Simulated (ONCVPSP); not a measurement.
Potentials for Os compared

Generated with ld1.x 7.5 (TM, RRKJ, ultrasoft, PAW), atompaw 4.2 or ONCVPSP 4.0.1. The cutoff is in Ry: for ld1.x and atompaw files where the sum of valence levels is converged to 10 mRy in a Bessel basis, for ONCV files where the hardest occupied wave has 1 mHa per electron of residual kinetic energy. The error is the largest all-electron minus pseudo excitation energy over each file’s own four to seven test configurations (ionisations up to +4, promotions, holes and added fractions of an electron), all of which were solved. The labels leave out finer settings (local radius, basis sizes, second energies), which also bear on the numbers. Spin-polarised tests are not counted. The rows are a selection from randomly drawn settings: files with unsolved tests, undetermined cutoffs or missed reference levels are left out.

A true bound ghost makes a file unfit for plane-wave use even where its test errors are small: the radial tests pick states by their node count and pass the ghost by.

```tsv
potential	cutoff (Ry)	largest error (meV)	bound ghosts
ONCV, LDA (Perdew-Zunger), fully relativistic, rc 1.15/1.45/2.40 (spd), local smoothed, core correction no, reference 5s2 5p6 5d5, qcut 6.9/7.6/7.3, projectors 3/2/1	204	+4.7	none
ONCV, PBE, scalar-relativistic, rc 1.85/1.80/1.60 (spd), local smoothed, core correction yes, reference 5s2 5p6 5d6 6s1, qcut 7.4/8.9/6, projectors 3/3/3	52	-18	none
ONCV, PBEsol, scalar-relativistic, rc 1.70/1.50/2.40/1.50 (spdf), local f, core correction yes, reference 5s2 5p6 5d6 6s1, qcut 6.8/11.5/6.1/8.3, projectors 2/1/1/0	80	-257	none
ONCV, PBEsol, scalar-relativistic, rc 1.55/1.20/1.80 (spd), local smoothed, core correction no, reference 5s2 5p6 5d6 6s0.5, qcut 9.3/5.9/5.4, projectors 2/2/3	183	+6.0	s, d
```

Fill in the row for Os: ONCV, LDA (Perdew-Wang 92), scalar-relativistic, rc 1.65/1.85/2.05 (spd), local smoothed, core correction no, reference 5s2 5p6 5d6 6s1 6p1, qcut 7.5/9.4/9, projectors 2/2/2.

cutoff 42 Ry, largest error -7.8 meV, bound ghosts: none.

Fill in the row for Os: ONCV, LDA (Perdew-Wang 92), scalar-relativistic, rc 1.60/1.75/2.50 (spd), local smoothed, core correction no, reference 5s2 5p6 5d6 6s0.5, qcut 8.4/9.5/5.7, projectors 2/2/2.

cutoff 49 Ry, largest error +7.3 meV, bound ghosts: none.

Fill in the row for Os: ONCV, PBEsol, fully relativistic, rc 1.90/1.80/2.35 (spd), local smoothed, core correction yes, reference 5s2 5p6 5d6 6s1.75, qcut 8.2/7.2/6.6, projectors 2/2/2.

cutoff 38 Ry, largest error -6.7 meV, bound ghosts: none.
